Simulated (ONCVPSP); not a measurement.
## Building the ONCV potential for carbon (PBE, fully relativistic).

```
Element                 : C (Z = 6)
Generator               : ONCVPSP 4.0.1
Type                    : optimised norm-conserving Vanderbilt (ONCV)
Functional              : PBE
Relativity              : fully relativistic
Frozen core             : [He]
Valence charge          : 4
Reference configuration : 2s2 2p2
Partial waves           : 2s: rc 0.90 bohr, ncon 4, nbas 9, qcut 6.7 1/bohr, 2 projectors, debl 4 Ha; 2p: rc 1.55 bohr, ncon 4, nbas 9, qcut 4.8 1/bohr, 2 projectors, debl 0.5 Ha; d scattering state at 0.08 Ha: rc 1.65 bohr, ncon 4, nbas 7, qcut 6 1/bohr, 2 projectors, debl 3.3 Ha
Local potential         : polynomial inside 0.60 bohr (lpopt 5, dvloc0 6 Ha)
Core correction         : Teter function, fcfact 3, rcfact 1.15
```

Open shells are filled in proportion to 2j + 1.

Does the generator finish with these settings?

Yes, a potential is produced and its reference levels are reproduced.

Estimate the cutoffs (Ha) at which the residual kinetic energy of the hardest occupied pseudo-wave falls to 1 and 0.1 mHa per electron.

50 Ha and 110 Ha.

Does the potential have ghost states?

No bound ghost flagged; no localised positive-energy state flagged.

Which valence shell sets the plane-wave cutoff?

2p: 50 Ha for 1 mHa per electron, against 19 Ha for 2s.

Tests: 2s2 2p1; 2s2 2p0; 2s1 2p0; 2s0 2p4. Which has the largest error in its energy relative to the reference configuration, and how large is it?

2s1 2p0, with +626 meV (all-electron minus pseudo) on +83.21 eV.
